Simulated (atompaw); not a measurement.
## What one change does to a pseudopotential (boron, PAW (atompaw))

boron, PAW, made with atompaw 4.2.0.5 (PBE, scalar-relativistic). Core [He], reference 2s2 2p1. Waves: 2s (bound): rc 3.00 bohr; 2s channel at -0.05 Ry: rc 1.15 bohr; 2p (bound): rc 3.00 bohr; 2p channel at 0.9 Ry: rc 3.00 bohr. Local part: ultrasoft scheme with l = 2 at 0 Ry, radius 2.40 bohr. Core correction: smooth core density matched at 2.25 bohr. Augmentation charge: sinc compensation charge, radius 2.35 bohr; PAW radius 3.00 bohr; waves and projectors: modrrkj vanderbiltortho.

All-electron outer shells of the reference configuration (PBE, scalar-relativistic, ld1.x):

| shell | level (eV) | outermost node (bohr) | outermost maximum (bohr) |
| --- | --- | --- | --- |
| 1s | -180.59 | – | 0.21 |
| 2s | -9.44 | 0.46 | 1.52 |
| 2p | -3.61 | – | 1.57 |

Change: waves 2s (bound); 2s channel at -0.05 Ry; 2p (bound); 2p channel at 0.9 Ry; augmentation sinc compensation charge, radius 2.35 bohr; PAW radius 3.00 bohr; waves and projectors: bloechl.

Cutoffs: the cutoffs (Ry, on a coarse ladder) from which the occupation-weighted sum of valence levels, in a spherical-Bessel basis at the reference potential, stays within 10 and 1 mRy of its value at 400 Ry; they do not see the model core or the augmentation charge, which bear on the density cutoff.

What does the change do?

Both files are very soft, the changed one slightly harder (loose and tight cutoff 6 and 6 Ry → 8 and 12 Ry on this coarse ladder); the bound ghost in s disappears; the range in which the s phases agree widens (upper end 1.1 → 4.1); the range in which the p phases agree widens (upper end 0.9 → 4.8).

```tsv
quantity	base	changed
cutoff, loose	6 Ry	8 Ry
cutoff, tight	6 Ry	12 Ry
loose cutoff by channel (10 mRy a level)	s 6 Ry, p 6 Ry	s 6 Ry, p 8 Ry
bound ghosts	s	none
s: phases at 3.02 bohr within 0.05 rad from the reference energy up to (Ry; the scan ends near 5)	1.1	4.1
p: phases at 3.02 bohr within 0.05 rad from the reference energy up to (Ry; the scan ends near 5)	0.9	4.8
lowest overlap eigenvalue by channel	s 0.32, p 1.00	s 0.65, p 1.00
```

 A true bound ghost makes a file unfit for plane-wave use even where its test errors are small: the radial tests pick states by their node count and pass the ghost by. The cutoffs see the waves, projectors and local potential, not the compensation charge or the core.
